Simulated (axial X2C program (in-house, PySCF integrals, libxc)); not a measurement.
Spectroscopic constants of ScI⁻

Calculated with an in-house all-electron X2C program for linear molecules (integrals from PySCF). Spin-free means the one-electron spin-free X2C Hamiltonian; two-component (2c) means X2C with spin–orbit coupling and atomic mean-field two-electron Coulomb and Gaunt terms, so the difference of the two also holds small scalar two-electron terms. Basis: I dyall-acv3z [12s13p9d5f1g], Sc dyall-acv3z [11s12p8d5f2g] (cores contracted in-house); Gaussian nuclei, density fitting, unrestricted open shells. Masses: I 126.904 u, Sc 44.956 u.

State, spin-free: M_S = 1/2, Λ = 2 (beyond evenly filled blocks: δ+α); electrons by block: σα: 17, σβ: 17, π+α: 8, π+β: 8, π-α: 8, π-β: 8, δ+α: 3, δ+β: 2, δ-α: 2, δ-β: 2. Fragments: I- + Sc.

State, 2c: Ω = 3/2 (⟨Sz⟩ = -0.50, ⟨Lz⟩ = 2.00 at PBE0); electrons by block: 1/2: 25, -1/2: 25, 3/2: 11, -3/2: 10, 5/2: 2, -5/2: 2. Fragments: I- + Sc.

```csv
Hamiltonian,level,Re (Å),ωe (cm⁻¹),De (eV),D0 (eV),k (mdyn/Å),μ (D)
spin-free,PBE0,2.846,184.2,1.36,1.34,0.664,-7.23
spin-free,HF,2.997,160.9,1.06,1.05,0.506,-7.85
spin-free,CCSD,2.935,174.0,1.31,1.30,0.592,n/a
spin-free,CCSD(T),2.928,175.2,1.33,1.32,0.6,n/a
spin-free,BHandHLYP,2.914,170.8,1.07,1.06,0.57,-6.70
2c,PBE0,2.848,183.3,n/a,n/a,0.657,-7.24
2c,HF,3.001,160.0,n/a,n/a,0.501,-7.84
2c,CCSD,2.938,173.1,n/a,n/a,0.586,n/a
2c,CCSD(T),2.931,174.3,n/a,n/a,0.594,n/a
2c,BHandHLYP,2.917,169.8,n/a,n/a,0.564,-6.69
```

Correlated methods: 11 electrons correlated (number of frozen shells: I 4 s, 3 p, 2 d; Sc 3 s, 2 p), 399 virtual spin orbitals or spinors in MP2, 90 natural virtuals in coupled cluster.

Dipoles are positive if Sc is the positive end and refer to the centre of mass.

The state is a single determinant with fixed occupations, the lowest that a limited PBE0 search found. Dissociation energies refer to the lowest single-determinant-based atoms at the same level and basis. De is not given where an atomic determinant may have missed its ground term or J level, or where the truncated virtual space spoils (T). Density functionals use the spin component along the axis (collinear). Coupled cluster ran in a truncated set of natural virtual spinors; the MP2 energy of the rest was added. (T) has no such correction and the atoms are truncated less, which lowers De at CCSD(T) by a hundredth of an eV or more. Other states lie close and PBE0, whose exact exchange favours high spin, may order them wrongly; the determinant shown need not be the ground state. The nearest other spin-free determinant of the search, M_S = 1/2, Λ = 1, lies 0.11 eV up at the distance of the search. Without a current term, density functionals place determinants with orbital angular momentum somewhat too high. The outer-core s and p shells of the metal are frozen in the correlated rows, which leaves out core–valence correlation; for alkali and alkaline-earth bonds that tends to lengthen them. The highest occupied level of some functionals is positive through self-interaction error; at Hartree–Fock it is bound. The determinant is spin-polarised beyond a pure state at some levels (its spin-free form has ⟨S²⟩ too high), which makes Re and μ there less reliable. With the outer-core shells frozen, correlated bond lengths of heavy atoms tend to come out a few hundredths of an ångström too long. Hartree–Fock gets electron affinities wrong, so its lowest charge split need not be the true one.

No reliable constants came from MP2 (2c), MP2 (spin-free): no minimum in range, unconverged points, a curve that is not smooth, a change of character along it, or the two Hamiltonians disagreeing along it.

Rough cost a point (2c) on 1 thread(s) of a shared host, integrals apart: PBE0 2.9 s, HF 3 s, CCSD(T) 8 s, BHandHLYP 2.4 s.
